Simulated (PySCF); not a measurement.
Be(Me)2 (C₂H₆Be), SMILES [CH3][Be][CH3].

Geometry: r2SCAN-D4/def2-TZVP. The isomer is the one that the SMILES or the coordinates give; other isomers of the formula were not compared.

The numbers are results of C-PCM-B3LYP/def2-SVP (PySCF), not measurements.

The values are the electrostatic part of the solvation free energy, E(continuum) − E(gas) at the gas-phase geometry, in a cavity of scaled van der Waals radii (PySCF's table); cavitation and dispersion terms are not included. A continuum can't describe solvent molecules that bind to the metal. In vacuum the orbital gap is 8.10 eV. The dipole moment in vacuum is 0.00 D.

```json
[
 {"solvent": "water", "ε": "78.36", "ΔG(elec) (kcal/mol)": "-1.8", "dipole (D)": "0.00", "gap (eV)": "8.29"},
 {"solvent": "ethanol", "ε": "24.85", "ΔG(elec) (kcal/mol)": "-1.7", "dipole (D)": "0.00", "gap (eV)": "8.28"},
 {"solvent": "cyclohexanone", "ε": "15.62", "ΔG(elec) (kcal/mol)": "-1.7", "dipole (D)": "0.00", "gap (eV)": "8.28"}
]
```
